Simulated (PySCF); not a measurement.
**Vibration and rotation of InO⁺**

UHF-CCSD(T) constants of InO⁺, ³Σ⁻ (triplet), unpaired electrons π ↑↑ (PySCF, scalar-relativistic core potentials, basis sets In def2-SVPD with ECP28, O def2-SVPD; masses 114.9039 and 15.9949 u):

| Item | Value |
| --- | --- |
| ωe | 110.2 cm⁻¹ |
| ωexe | 2.15 cm⁻¹ |
| Be | 0.13026 cm⁻¹ |
| αe | 0.00290 cm⁻¹ |
| D (centrifugal) | 7.27e-07 cm⁻¹ |
| De to In⁺ + O | 0.202 eV |

Task: Give the vibrational terms G(v) and spacings up to v = 6.

Result: G(v) = ωe(v+½) − ωexe(v+½)².

```tsv
v	G(v) (cm⁻¹)	G(v) − G(v−1)	Bv (cm⁻¹)
0	54.6		0.1288
1	160.5	105.9	0.1259
2	262.1	101.6	0.1230
3	359.4	97.3	0.1201
4	452.4	93.0	0.1172
5	541.1	88.7	0.1143
6	625.5	84.4	0.1114
```

Task: How well does the Morse estimate ωe²/(4ωexe) reproduce De, and what is D0?

Result: It gives 0.175 eV, 87 % of the computed De. D0 = De − G(0) = 0.202 − 0.007 = 0.195 eV.

Correlated steps freeze 5 core orbitals. The bond is weak. Basis-set superposition, not corrected here, can be much of De in a small basis, most of all at correlated wavefunction levels. Spin–orbit coupling is left out, which matters for elements this heavy, above all for dissociation energies. For an ion De counts to the pair picked by the measured ionisation energies or electron affinities, which need not be the lowest pair at this level. The state was picked by a PBE0 search and need not be the measured ground state.
